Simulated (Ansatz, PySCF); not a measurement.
Gas-phase reaction (SMILES): CN(C)[SiH2]C[SiH3] + C (CH4) + 2 N (NH3) + [SiH4] (SiH4) → 2 CN (CH5N) [methanamine] + 2 C[SiH3] + N[SiH3]; bond separation energy.

Each molecule is optimised on its own at B3LYP-D3(BJ)/def2-TZVP (Ansatz, a program for electronic structure), one conformer each, not searched for the lowest. Correlated levels leave the core frozen unless marked. No spin-orbit coupling. Non-relativistic. CBS(X,Y): correlation extrapolated as X^-3; Hartree-Fock from the larger set. The bracket is a focal-point correction in the basis named. Thermal terms are rigid-rotor harmonic-oscillator values from B3LYP-D3(BJ) frequencies (Ansatz or PySCF) at 298.15 K and 1 atm. 1 Eh = 627.5095 kcal/mol.

```json
[
 {"species": "CN(C)[SiH2]C[SiH3]", "E, RI-MP2/CBS(cc-pV(T+d)Z,cc-pV(Q+d)Z)+[CCSD(T)-MP2]/cc-pV(T+d)Z (Ansatz) (Eh)": "-754.85244", "E, PBE0-D4/def2-TZVPD (Ansatz + dftd4) (Eh)": "-755.52873", "H - E (Eh)": "0.16300"},
 {"species": "C (CH4)", "E, RI-MP2/CBS(cc-pV(T+d)Z,cc-pV(Q+d)Z)+[CCSD(T)-MP2]/cc-pV(T+d)Z (Ansatz) (Eh)": "-40.46125", "E, PBE0-D4/def2-TZVPD (Ansatz + dftd4) (Eh)": "-40.47492", "H - E (Eh)": "0.04840"},
 {"species": "CN (CH5N)", "E, RI-MP2/CBS(cc-pV(T+d)Z,cc-pV(Q+d)Z)+[CCSD(T)-MP2]/cc-pV(T+d)Z (Ansatz) (Eh)": "-95.75026", "E, PBE0-D4/def2-TZVPD (Ansatz + dftd4) (Eh)": "-95.78053", "H - E (Eh)": "0.06816"},
 {"species": "C[SiH3]", "E, RI-MP2/CBS(cc-pV(T+d)Z,cc-pV(Q+d)Z)+[CCSD(T)-MP2]/cc-pV(T+d)Z (Ansatz) (Eh)": "-330.73641", "E, PBE0-D4/def2-TZVPD (Ansatz + dftd4) (Eh)": "-331.05339", "H - E (Eh)": "0.06602"},
 {"species": "N (NH3)", "E, RI-MP2/CBS(cc-pV(T+d)Z,cc-pV(Q+d)Z)+[CCSD(T)-MP2]/cc-pV(T+d)Z (Ansatz) (Eh)": "-56.50668", "E, PBE0-D4/def2-TZVPD (Ansatz + dftd4) (Eh)": "-56.51535", "H - E (Eh)": "0.03799"},
 {"species": "N[SiH3]", "E, RI-MP2/CBS(cc-pV(T+d)Z,cc-pV(Q+d)Z)+[CCSD(T)-MP2]/cc-pV(T+d)Z (Ansatz) (Eh)": "-346.80066", "E, PBE0-D4/def2-TZVPD (Ansatz + dftd4) (Eh)": "-347.11051", "H - E (Eh)": "0.05540"},
 {"species": "[SiH4] (SiH4)", "E, RI-MP2/CBS(cc-pV(T+d)Z,cc-pV(Q+d)Z)+[CCSD(T)-MP2]/cc-pV(T+d)Z (Ansatz) (Eh)": "-291.46100", "E, PBE0-D4/def2-TZVPD (Ansatz + dftd4) (Eh)": "-291.75741", "H - E (Eh)": "0.03520"}
]
```

Question: Work out ΔE and ΔH at 298.15 K at the first level, then ΔH at the second.

Answer: 
1. ΔE = [2×(-95.75026) + 2×(-330.73641) + (-346.80066)] - [(-754.85244) + (-40.46125) + 2×(-56.50668) + (-291.46100)] = 0.01405 Eh = 8.8 kcal/mol at RI-MP2/CBS(cc-pV(T+d)Z,cc-pV(Q+d)Z)+[CCSD(T)-MP2]/cc-pV(T+d)Z.
2. The terms H - E add up to 0.00118 Eh, so ΔH = (0.01405 + (0.00118))×627.5095 = 9.6 kcal/mol.
3. At PBE0-D4/def2-TZVPD the same steps give ΔE = 8.4 and ΔH = 9.2 kcal/mol, a shift of -0.4 from the first level.
4. These values are not checked against measurement here, since the tables used lack a sound gas-phase enthalpy of formation for at least one species.
